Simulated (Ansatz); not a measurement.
Consider the redistribution: `P[SiH]1CS1` + `N[SiH](O)F` → `N[SiH](F)P` + `O[SiH]1CS1`.

Calculated with Ansatz (gas phase, PBE0-D4/def2-TZVP geometries, no zero-point term in ΔE). CCSD(T)/CBS is the MP2 limit (def2-TZVPP, def2-QZVPP) plus CCSD(T) − MP2 in def2-TZVPP, frozen cores. This one scheme is used for every species. DFT in def2-TZVPP. B3LYP here is the variant with VWN-RPA as its local correlation; programs differ in this. One conformer a species, not always the lowest.

```
             level  ΔE (kJ/mol)
           PBE0-D4         20.1
           ωB97X-V         16.7
            revPBE         17.0
             B3LYP         17.4
           r2SCAN0         21.0
     CCSD/def2-SVP         22.9
SCS-MP2/def2-TZVPP         21.8
CCSD(T)/def2-TZVPP         22.2
```

(1) What does CCSD(T)/CBS give? (Best estimate.)

Largest T1 diagnostic among the species: 0.013.

Answers

(1) Ansatz gave: +21.1 kJ/mol. The listed levels differ from it by -1.0, -4.4, -4.1, -3.7, -0.1, 1.8, 0.7, 1.1 kJ/mol.

Leaving LDA and LC-ωPBE aside and taking each functional with its dispersion term where it has one, the values, not all of them listed here, spread over 5.0 kJ/mol, from ωB97X-V to PBE-QIDH.
